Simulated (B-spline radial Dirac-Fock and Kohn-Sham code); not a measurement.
# Lu⁶⁺: eigenvalues, ΔSCF and the reference

System: lutetium as Lu⁶⁺, [Kr] 4d10 4f13 5s2 5p4.

The density-functional columns are spherical, spin-unpolarised Dirac-Kohn-Sham results without Breit or QED terms: −ε is minus the orbital energy of the initial state and ΔSCF the difference of two total energies. The reference in the last column comes from Dirac-Fock (average of configuration) total-energy differences with a finite nucleus, the Breit interaction including its frequency dependence, and self-energy and vacuum-polarisation corrections. All numbers are from a B-spline atomic structure program, in eV; a selection of levels is shown. For the 1s level of heavy atoms much of the gap between ΔSCF and the reference is the Breit and QED part, -304.1 eV here; for other levels the error of the functional can be larger.

```
     level   PBE −ε  PBE ΔSCF   LDA −ε  LDA ΔSCF  Dirac-Fock
    K (1s)  63230.9   63759.3  63176.3   63702.9     63410.6
   L1 (2s)  10829.2   10926.7  10821.5   10919.3     10977.8
L2 (2p1/2)  10341.7   10466.4  10338.3   10463.1     10450.2
L3 (2p3/2)   9224.2    9333.1   9222.0    9331.1      9345.3
   M1 (3s)   2521.0    2550.6   2518.8    2548.6      2599.1
M2 (3p1/2)   2304.9    2336.6   2304.1    2335.9      2367.6
M3 (3p3/2)   2066.5    2095.6   2066.1    2095.3      2128.7
M4 (3d3/2)   1699.3    1733.9   1699.5    1734.2      1741.1
M5 (3d5/2)   1647.2    1680.9   1647.5    1681.2      1690.1
   N1 (4s)    570.7     585.7    569.8     584.8       612.1
N2 (4p1/2)    482.6     497.6    482.3     497.2       517.1
N4 (4d3/2)    283.3     297.4    283.3     297.5       306.5
N5 (4d5/2)    273.3     287.3    273.3     287.4       296.6
 N6,7 (4f)    93.80     106.6    94.22     107.0       102.8
   O1 (5s)    139.9     149.3    140.3     149.8       148.8
 O2,3 (5p)    107.8     116.4    108.2     116.8       114.4
```

Task: Order the estimates of the K (1s) level by their distance from the Dirac-Fock value, nearest first.
A. PBE ΔSCF
B. LDA ΔSCF
C. LDA −ε
D. PBE −ε

Result: D (179.7 eV), C (234.3 eV), B (292.3 eV), A (348.7 eV).

An eigenvalue near the reference for a deep level is a cancellation of errors: it lacks relaxation, carries self-interaction and omits Breit and QED terms.

Values without a named source are computed, but for edge energies of neutral atoms, which are taken from tables.
